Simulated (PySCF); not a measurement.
BF$_{4}$ (SMILES F[B-](F)(F)F), charge -1, singlet, at a GFN2-xTB geometry; PySCF with DF-PBE0/def2-QZVP.

The PySCF input:
```python
from pyscf import gto, scf, dft

mol = gto.M(
    atom='''
F     0.89078177    0.53153739   -0.92508546
B    -0.00000000   -0.00000000   -0.00000000
F    -0.83024292   -0.91871079   -0.63124832
F     0.70834924   -0.63533727    1.01311163
F    -0.76888809    1.02251067    0.54322215
''',
    basis='def2-qzvp',
    charge=-1,
    verbose=4,
    max_memory=1800,
)

mf = dft.RKS(mol)
mf.xc = 'pbe0'
mf = mf.density_fit(auxbasis='def2-universal-jkfit')
mf.kernel()
```

Output, abridged:

```
PySCF version 2.14.0

[INPUT] verbose = 4
[INPUT] num. atoms = 5
[INPUT] num. electrons = 42
[INPUT] charge = -1
[INPUT] spin (= nelec alpha-beta = 2S) = 0
[INPUT] symmetry False subgroup None
[INPUT] Mole.unit = angstrom
[INPUT] Symbol           X                Y                Z      unit          X                Y                Z       unit  Magmom
[INPUT]  1 F      0.890781770000   0.531537390000  -0.925085460000 AA    1.683333582055   1.004460092066  -1.748158161217 Bohr   0.0
[INPUT]  2 B      0.000000000000   0.000000000000   0.000000000000 AA    0.000000000000   0.000000000000   0.000000000000 Bohr   0.0
[INPUT]  3 F     -0.830242920000  -0.918710790000  -0.631248320000 AA   -1.568931735659  -1.736111780783  -1.192886441392 Bohr   0.0
[INPUT]  4 F      0.708349240000  -0.635337270000   1.013111630000 AA    1.338586064144  -1.200613437029   1.914503514312 Bohr   0.0
[INPUT]  5 F     -0.768888090000   1.022510670000   0.543222150000 AA   -1.452987910540   1.932265125746   1.026541088297 Bohr   0.0

nuclear repulsion = 181.842493460881
number of shells = 85
number of NR pGTOs = 385
number of NR cGTOs = 285
basis = def2-qzvp
ecp = {}

******** <class 'pyscf.df.df_jk.DFRKS'> ********
method = DFRKS
initial guess = minao
damping factor = 0
level_shift factor = 0
DIIS = <class 'pyscf.scf.diis.CDIIS'>
diis_start_cycle = 1
diis_space = 8
diis_damp = 0
SCF conv_tol = 1e-09
SCF conv_tol_grad = None
SCF max_cycles = 50
direct_scf = False
XC library pyscf.dft.libxc version 7.1.2
    S. Lehtola, C. Steigemann, M. J. T. Oliveira, and M. A. L. Marques,  SoftwareX 7, 1–5 (2018)
XC functionals = pbe0
    C. Adamo and V. Barone,  J. Chem. Phys. 110, 6158 (1999)
    M. Ernzerhof and G. E. Scuseria,  J. Chem. Phys. 110, 5029 (1999)
radial grids:
    Treutler-Ahlrichs [JCP 102, 346 (1995); DOI:10.1063/1.469408] (M4) radial grids

becke partition: Becke, JCP 88, 2547 (1988); DOI:10.1063/1.454033
pruning grids: <function nwchem_prune>
grids dens level: 3
symmetrized grids: False
atomic radii adjust function: <function treutler_atomic_radii_adjust>
small_rho_cutoff = 0
Set gradient conv threshold to 3.16228e-05
Initial guess from minao.
tot grids = 71096
******** <class 'pyscf.df.df.DF'> ********
auxbasis = def2-universal-jkfit
init E= -424.568060996217
  HOMO = -0.494733380507559  LUMO = 0.044901047366307  gap/eV = 14.68420
cycle= 1 E= -424.196559873263  delta_E= 0.372  |g|= 0.963  |ddm|= 1.82
  HOMO = -0.0460154206838936  LUMO = 0.25503400276598  gap/eV = 8.19197
cycle= 2 E= -424.099089032996  delta_E= 0.0975  |g|= 1.34  |ddm|= 0.857
  HOMO = -0.165665611719373  LUMO = 0.24189846193077  gap/eV = 11.09038
cycle= 3 E= -424.33468243768  delta_E= -0.236  |g|= 0.0218  |ddm|= 0.421
  HOMO = -0.171098761237101  LUMO = 0.240138067123679  gap/eV = 11.19032
cycle= 4 E= -424.334739495582  delta_E= -5.71e-05  |g|= 0.00464  |ddm|= 0.0106
  HOMO = -0.170603110946663  LUMO = 0.240184006134037  gap/eV = 11.17809
cycle= 5 E= -424.334743400726  delta_E= -3.91e-06  |g|= 0.00161  |ddm|= 0.00385
  HOMO = -0.170866800874538  LUMO = 0.240128360752585  gap/eV = 11.18375
cycle= 6 E= -424.334743854811  delta_E= -4.54e-07  |g|= 0.000113  |ddm|= 0.00083
  HOMO = -0.170870588381146  LUMO = 0.240125994624074  gap/eV = 11.18379
cycle= 7 E= -424.334743856386  delta_E= -1.57e-09  |g|= 2.02e-05  |ddm|= 6.54e-05
  HOMO = -0.17086739956265  LUMO = 0.240126505306391  gap/eV = 11.18371
cycle= 8 E= -424.33474385644  delta_E= -5.4e-11  |g|= 2.09e-06  |ddm|= 9.45e-06
  HOMO = -0.170867436402995  LUMO = 0.240126540486195  gap/eV = 11.18372
Extra cycle  E= -424.334743856438  delta_E= 1.59e-12  |g|= 3.04e-06  |ddm|= 1.57e-06
converged SCF energy = -424.334743856438
```
